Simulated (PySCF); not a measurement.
**Bond length, frequency and bond energy of GaN⁺ by level of theory**

State: ⁴Σ⁻ (quartet), unpaired electrons σ ↑, π ↑↑. Set-up: basis Ga aug-pcseg-1, N aug-pcseg-1; no relativity; PySCF 2.14. De refers to Ga⁺ + N in their high-spin ground configurations, without counterpoise correction. The functionals are run spin-unrestricted. A positive dipole points towards N; it is taken about the centre of mass and depends on that origin. Levels whose curve was spin-contaminated or gave no clean fit are not listed.

```tsv
Level	Re (Å)	ωe (cm⁻¹)	De (eV)	μ (D)	CPU s a point (SCF and correlation, without the integrals)
PBE	2.406	155	0.268	-0.56	0.7
PBEsol	2.301	198	0.359	-0.49	0.48
r²SCAN	2.442	143	0.233	-0.50	1
r²SCANh	2.514	132	0.206	-0.59	1.1
PBE0	2.585	127	0.187	-0.77	1.1
r²SCAN0	2.604	124	0.178	-0.76	1.1
CAM-B3LYP	2.673	116	0.153	-0.93	1.2
```

Q: What does the step from GGA to meta-GGA do here, going from PBE to r²SCAN?

A: r²SCAN less PBE: +3.6 pm in Re, -7.7 % in ωe, -0.04 eV in De. 

Q: What does a quarter of exact exchange do here, going from r²SCAN to r²SCAN0?

A: r²SCAN0 less r²SCAN: +16.2 pm in Re, -13.3 % in ωe, -0.06 eV in De. Exact exchange removes part of the self-interaction that spreads semilocal densities, and in most molecules shortens and stiffens the bond and lowers De; here Re and ωe go the other way.

The bond is weak. Basis-set superposition, not corrected here, can be much of De in a small basis, most of all at correlated wavefunction levels. Spin–orbit coupling is left out. For an ion De counts to the pair picked by the measured ionisation energies or electron affinities, which need not be the lowest pair at this level. The state is the lowest determinant that a PBE0 search found; another state may lie lower at other levels.

The whole job (state search and all levels along the bond) took about 2.4 min on 1 thread of Arm Neoverse V2 (shared host), peak memory 0.9 GiB.
